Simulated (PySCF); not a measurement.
TaF5, SMILES [F][Ta]([F])([F])([F])[F], multiplicity 1. Atoms are numbered in the order given.

```xyz
6

Ta     0.0000     0.0000     0.0000
F      0.0000     0.0000     1.8872
F      0.0000     0.0000    -1.8872
F     -1.8591     0.0000     0.0000
F      0.9296     1.6101     0.0000
F      0.9296    -1.6101     0.0000
```
Charge 0, spin multiplicity 1.

Geometry: r2SCAN-D4/def2-SVP. The multiplicity is an assumed one; other spin states were not compared. The isomer is the one that the SMILES or the coordinates give; other isomers of the formula were not compared. The def2 effective core potentials stand for the cores of Ta; spin–orbit coupling is left out.

Method: TDA-CAM-B3LYP/def2-SVPD (PySCF).

Vertical excitations; the highest root listed may be one member of a degenerate set. Isolated molecule, no solvent. State labels are in the subgroup C2v.

| state | symmetry | energy (eV) | λ (nm) | f | main pairs |
|---|---|---|---|---|---|
| S1 | B1 | 7.83 | 158 | 0.000 | HOMO→LUMO+1 49 %, HOMO−1→LUMO 49 % |
| S2 | B1 | 7.92 | 157 | 0.001 | HOMO−2→LUMO+1 (degenerate set) |
| S3 | A1 | 7.92 | 157 | 0.001 | HOMO−2→LUMO (degenerate set) |
| S4 | A1 | 7.97 | 156 | 0.010 | HOMO→LUMO, HOMO−1→LUMO+1, HOMO−2→LUMO (degenerate set) |
| S5 | B1 | 7.97 | 156 | 0.010 | HOMO−1→LUMO, HOMO→LUMO+1, HOMO−2→LUMO+1 (degenerate set) |
| S6 | A2 | 7.99 | 155 | 0.000 | HOMO−4→LUMO 49 %, HOMO−3→LUMO+1 49 % |
| S7 | A2 | 8.10 | 153 | 0.000 | HOMO−3→LUMO+1, HOMO−4→LUMO (degenerate set) |
| S8 | B2 | 8.10 | 153 | 0.000 | HOMO−3→LUMO, HOMO−4→LUMO+1 (degenerate set) |
| S9 | A2 | 8.84 | 140 | 0.000 | HOMO−5→LUMO, HOMO−6→LUMO, HOMO−7→LUMO+1 (degenerate set) |
| S10 | B2 | 8.84 | 140 | 0.000 | HOMO−5→LUMO+1, HOMO−7→LUMO, HOMO−6→LUMO+1 (degenerate set) |
| T1 | A1 | 7.34 | 169 | 0 | HOMO→LUMO 49 %, HOMO−1→LUMO+1 49 % |
| T2 | A1 | 7.54 | 164 | 0 | HOMO−1→LUMO+1, HOMO→LUMO (degenerate set) |
| T3 | B1 | 7.54 | 164 | 0 | HOMO−1→LUMO, HOMO→LUMO+1 (degenerate set) |
| T4 | B2 | 7.61 | 163 | 0 | HOMO−3→LUMO 48 %, HOMO−4→LUMO+1 48 % |
Triplets are in the Tamm–Dancoff approximation.
